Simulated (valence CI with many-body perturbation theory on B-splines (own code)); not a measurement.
I XLVII: electric-dipole lines

Calculated by configuration interaction combined with many-body perturbation theory (CI+MBPT): five valence electrons over a frozen Dirac-Fock core [He], a basis of 11 s, 11 p, 10 d, 8 f, 5 g, 2 h functions for each j, with the one-electron correlation potential Σ1 (screened to all orders), the two-electron term Σ2, the three-electron term Σ3, Breit, model QED; selected single and double excitations, second order for the rest, scaled by the run's own slope (own B-spline code, finite nucleus).

No measured spectrum was set against this ion. As an estimate, large intervals hold to a few tenths of a per cent, small ones and those within an open d or f shell to about a per cent. Among the levels kept, up to 7200 cm⁻¹ of a level comes from second order outside the variational space, and about a tenth of that is noise between levels of different J, which matters for small intervals.

Lines 201 to 250 of 600 in falling wavelength, among levels below 415.53 Ry, chosen from the strongest by gf and those to the six lowest levels. Wavelengths and rates use the calculated energies. Electric multipoles are in the length gauge, E1 and E2 with the static RPA response of the core. Weak lines are less certain than strong ones. Lines between different terms over intervals too small for the method are left out, as are lines whose strength nearly cancels. The highest levels of a list are the least certain.

Levels are named by their leading jj configuration (3d3/2^4 stands for four electrons in 3d with j = 3/2), which in mixed levels can hold well under half, so a name can repeat and another be missing. Letters in brackets count levels of one name in rising energy.

| λ vac (nm) | Upper | Lower | A (s⁻¹) | S (a.u.) with core polarisation | S without |
| --- | --- | --- | --- | --- | --- |
| 2.376 | (2s 2p3/2^3 3p1/2) J=5/2 | (2s 2p1/2^2 2p3/2 3d3/2) J=5/2 [a] | 1.91e+11 | 7.60e-03 | 7.62e-03 |
| 2.370 | (2s 2p1/2 2p3/2^2 3p3/2) J=5/2 [b] | (2s^2 2p1/2 2p3/2 3p3/2) J=3/2 [a] | 1.47e+11 | 5.80e-03 | 5.81e-03 |
| 2.360 | (2p1/2^2 2p3/2^2 3s) J=5/2 | (2s 2p1/2^2 2p3/2 3s) J=3/2 [b] | 4.04e+11 | 1.57e-02 | 1.57e-02 |
| 2.356 | (2p1/2^2 2p3/2^2 3p1/2) J=3/2 | (2s 2p1/2^2 2p3/2 3p1/2) J=1/2 | 2.63e+11 | 6.78e-03 | 6.79e-03 |
| 2.353 | (2s 2p3/2^3 3s) J=3/2 [a] | (2s^2 2p3/2^2 3s) J=3/2 | 3.84e+11 | 9.89e-03 | 9.91e-03 |
| 2.348 | (2s 2p1/2 2p3/2^3) J=3/2 [a] | (2s^2 2p1/2 2p3/2^2) J=3/2 | 5.85e+11 | 1.50e-02 | 1.50e-02 |
| 2.343 | (2p1/2^2 2p3/2^2 3p1/2) J=5/2 | (2s 2p1/2^2 2p3/2 3p1/2) J=3/2 [b] | 3.81e+11 | 1.45e-02 | 1.45e-02 |
| 2.330 | (2s 2p1/2 2p3/2^2 3d5/2) J=7/2 [c] | (2s^2 2p1/2 2p3/2 3d5/2) J=5/2 [b] | 1.18e+11 | 5.92e-03 | 5.93e-03 |
| 2.309 | (2p1/2^2 2p3/2^2 3s) J=3/2 | (2s 2p1/2^2 2p3/2 3s) J=1/2 | 3.37e+11 | 8.20e-03 | 8.21e-03 |
| 2.309 | (2s 2p1/2 2p3/2^2 3d5/2) J=9/2 [c] | (2s^2 2p1/2 2p3/2 3d5/2) J=7/2 [b] | 1.90e+11 | 1.16e-02 | 1.16e-02 |
| 2.306 | (2s 2p1/2 2p3/2^2 3d5/2) J=5/2 [d] | (2s^2 2p1/2 2p3/2 3d5/2) J=5/2 [b] | 2.29e+11 | 8.32e-03 | 8.34e-03 |
| 2.302 | (2s 2p1/2 2p3/2^2 3p3/2) J=5/2 [c] | (2s^2 2p1/2 2p3/2 3p3/2) J=3/2 [b] | 1.60e+11 | 5.77e-03 | 5.78e-03 |
| 2.300 | (2s 2p3/2^3 3s) J=3/2 [b] | (2s^2 2p3/2^2 3s) J=1/2 | 3.33e+11 | 8.01e-03 | 8.02e-03 |
| 2.296 | (2s 2p1/2 2p3/2^3) J=5/2 | (2s^2 2p1/2 2p3/2^2) J=5/2 | 5.82e+11 | 2.08e-02 | 2.09e-02 |
| 2.287 | (2s 2p1/2^2 2p3/2 3d5/2) J=7/2 [b] | (2s^2 2p1/2^2 3d5/2) J=5/2 | 5.59e+11 | 2.64e-02 | 2.65e-02 |
| 2.285 | (2s 2p1/2 2p3/2^2 3d3/2) J=5/2 [e] | (2s^2 2p1/2 2p3/2 3d5/2) J=5/2 [a] | 1.53e+11 | 5.40e-03 | 5.41e-03 |
| 2.283 | (2s 2p1/2 2p3/2^2 3p3/2) J=5/2 [e] | (2s^2 2p1/2 2p3/2 3p3/2) J=5/2 [b] | 3.53e+11 | 1.24e-02 | 1.25e-02 |
| 2.282 | (2s 2p1/2 2p3/2^2 3d5/2) J=7/2 [e] | (2s^2 2p1/2 2p3/2 3d5/2) J=7/2 [b] | 4.40e+11 | 2.07e-02 | 2.07e-02 |
| 2.278 | (2s 2p1/2 2p3/2^2 3d5/2) J=3/2 [d] | (2s^2 2p1/2 2p3/2 3d5/2) J=1/2 | 2.70e+11 | 6.30e-03 | 6.32e-03 |
| 2.278 | (2s 2p1/2^2 2p3/2 3p3/2) J=5/2 [b] | (2s^2 2p1/2^2 3p3/2) J=3/2 | 6.66e+11 | 2.33e-02 | 2.33e-02 |
| 2.276 | (2s 2p1/2 2p3/2^2 3d5/2) J=5/2 [e] | (2s^2 2p1/2 2p3/2 3d5/2) J=3/2 [b] | 3.41e+11 | 1.19e-02 | 1.19e-02 |
| 2.274 | (2s 2p1/2 2p3/2^3) J=1/2 | (2s^2 2p1/2 2p3/2^2) J=1/2 | 4.33e+11 | 5.02e-03 | 5.03e-03 |
| 2.268 | (2s 2p1/2 2p3/2^2 3d3/2) J=3/2 [c] | (2s^2 2p1/2 2p3/2 3d3/2) J=5/2 [a] | 2.64e+11 | 6.09e-03 | 6.10e-03 |
| 2.264 | (2s 2p1/2 2p3/2^2 3d5/2) J=3/2 [d] | (2s^2 2p1/2 2p3/2 3d5/2) J=3/2 [b] | 3.07e+11 | 7.03e-03 | 7.04e-03 |
| 2.259 | (2s 2p1/2 2p3/2^2 3s) J=1/2 [a] | (2s^2 2p1/2 2p3/2 3s) J=3/2 [a] | 5.78e+11 | 6.58e-03 | 6.59e-03 |
| 2.258 | (2s 2p1/2 2p3/2^2 3d3/2) J=3/2 [e] | (2s 2p1/2^2 2p3/2 3p1/2) J=5/2 | 2.74e+11 | 6.22e-03 | 6.24e-03 |
| 2.256 | (2s 2p1/2^2 2p3/2 3d3/2) J=5/2 [b] | (2s^2 2p1/2^2 3d3/2) J=3/2 | 5.05e+11 | 1.72e-02 | 1.72e-02 |
| 2.253 | (2s 2p1/2^2 2p3/2 3p1/2) J=1/2 | (2s^2 2p1/2^2 3p1/2) J=1/2 | 7.40e+11 | 8.36e-03 | 8.37e-03 |
| 2.251 | (2p1/2 2p3/2^4) J=1/2 | (2s 2p1/2 2p3/2^3) J=3/2 [b] | 1.63e+12 | 1.83e-02 | 1.84e-02 |
| 2.249 | (2s 2p1/2 2p3/2^2 3d5/2) J=5/2 [d] | (2s^2 2p1/2 2p3/2 3d5/2) J=3/2 [a] | 2.29e+11 | 7.71e-03 | 7.73e-03 |
| 2.248 | (2s 2p1/2^2 2p3/2 3p1/2) J=3/2 [b] | (2s^2 2p1/2^2 3p1/2) J=1/2 | 6.98e+11 | 1.57e-02 | 1.57e-02 |
| 2.246 | (2s 2p1/2^2 2p3/2 3d5/2) J=5/2 [b] | (2s^2 2p1/2^2 3d5/2) J=5/2 | 6.93e+11 | 2.32e-02 | 2.33e-02 |
| 2.245 | (2s 2p1/2 2p3/2^2 3d5/2) J=5/2 [b] | (2s^2 2p1/2 2p3/2 3d3/2) J=5/2 [a] | 1.59e+11 | 5.32e-03 | 5.33e-03 |
| 2.242 | (2s 2p1/2^2 2p3/2 3s) J=1/2 | (2s^2 2p1/2^2 3s) J=1/2 | 7.07e+11 | 7.86e-03 | 7.88e-03 |
| 2.241 | (2s 2p1/2 2p3/2^2 3d5/2) J=5/2 [e] | (2s^2 2p1/2 2p3/2 3d5/2) J=5/2 [b] | 2.84e+11 | 9.48e-03 | 9.50e-03 |
| 2.239 | (2s 2p1/2^2 2p3/2 3d5/2) J=3/2 [b] | (2s^2 2p1/2^2 3d5/2) J=5/2 | 7.83e+11 | 1.73e-02 | 1.74e-02 |
| 2.237 | (2s 2p1/2^2 2p3/2 3p3/2) J=3/2 [b] | (2s^2 2p1/2^2 3p3/2) J=3/2 | 7.12e+11 | 1.57e-02 | 1.58e-02 |
| 2.237 | (2s 2p1/2 2p3/2^2 3p3/2) J=1/2 [b] | (2s^2 2p1/2 2p3/2 3p3/2) J=3/2 [a] | 7.92e+11 | 8.75e-03 | 8.76e-03 |
| 2.235 | (2s 2p1/2^2 2p3/2 3d3/2) J=3/2 [b] | (2s^2 2p1/2^2 3d3/2) J=3/2 | 5.78e+11 | 1.28e-02 | 1.28e-02 |
| 2.235 | (2s 2p1/2 2p3/2^2 3p3/2) J=5/2 [e] | (2s 2p1/2^2 2p3/2 3s) J=5/2 | 2.70e+11 | 8.91e-03 | 8.93e-03 |
| 2.234 | (2s 2p1/2 2p3/2^2 3d3/2) J=5/2 [d] | (2s^2 2p1/2 2p3/2 3d5/2) J=7/2 [a] | 2.43e+11 | 8.01e-03 | 8.03e-03 |
| 2.234 | (2s 2p1/2 2p3/2^2 3p3/2) J=7/2 [c] | (2s^2 2p1/2 2p3/2 3p3/2) J=7/2 | 8.89e+11 | 3.91e-02 | 3.92e-02 |
| 2.234 | (2s 2p1/2 2p3/2^2 3s) J=3/2 [c] | (2s^2 2p1/2 2p3/2 3s) J=3/2 [b] | 6.55e+11 | 1.44e-02 | 1.44e-02 |
| 2.232 | (2s 2p1/2 2p3/2^2 3d5/2) J=9/2 [c] | (2s^2 2p1/2 2p3/2 3d5/2) J=9/2 | 7.81e+11 | 4.28e-02 | 4.29e-02 |
| 2.232 | (2s 2p1/2 2p3/2^2 3d3/2) J=7/2 [c] | (2s^2 2p1/2 2p3/2 3d3/2) J=7/2 | 7.42e+11 | 3.26e-02 | 3.26e-02 |
| 2.231 | (2s 2p1/2^2 2p3/2 3s) J=3/2 [b] | (2s^2 2p1/2^2 3s) J=1/2 | 6.89e+11 | 1.51e-02 | 1.51e-02 |
| 2.231 | (2s 2p1/2 2p3/2^2 3p3/2) J=3/2 [c] | (2s^2 2p1/2 2p3/2 3p3/2) J=5/2 [a] | 4.08e+11 | 8.95e-03 | 8.97e-03 |
| 2.229 | (2s 2p1/2 2p3/2^2 3p1/2) J=5/2 [c] | (2s^2 2p1/2 2p3/2 3p1/2) J=5/2 | 9.35e+11 | 3.07e-02 | 3.07e-02 |
| 2.228 | (2s 2p1/2 2p3/2^3) J=3/2 [b] | (2s^2 2p1/2 2p3/2^2) J=1/2 | 3.35e+11 | 7.31e-03 | 7.32e-03 |
| 2.226 | (2s 2p1/2 2p3/2^2 3s) J=3/2 [d] | (2s^2 2p1/2 2p3/2 3s) J=3/2 [b] | 3.61e+11 | 7.87e-03 | 7.89e-03 |
